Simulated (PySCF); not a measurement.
Se(H)(NH2) (H₃NSe), SMILES N[SeH].

Coordinates come from a PBE0-D3(BJ)/def2-TZVP optimisation.

All values below come from PySCF with r2SCAN/def2-TZVPD.

Symmetry labels are those of the subgroup Cs that the program uses (full group Cs).

List the valence orbital energies around the gap with their symmetry. (An estimate is asked for; the answer gives what the named calculation found.)


| orbital | symmetry | energy (eV) |
|---|---|---|
| HOMO−7 | A' | -54.78 |
| HOMO−6 | A' | -23.17 |
| HOMO−5 | A' | -17.46 |
| HOMO−4 | A" | -12.82 |
| HOMO−3 | A' | -11.52 |
| HOMO−2 | A' | -8.95 |
| HOMO−1 | A' | -6.83 |
| HOMO | A" | -5.85 |
| LUMO | A' | -1.18 |
| LUMO+1 | A' | -0.07 |
| LUMO+2 | A' | 1.01 |
| LUMO+3 | A" | 1.44 |
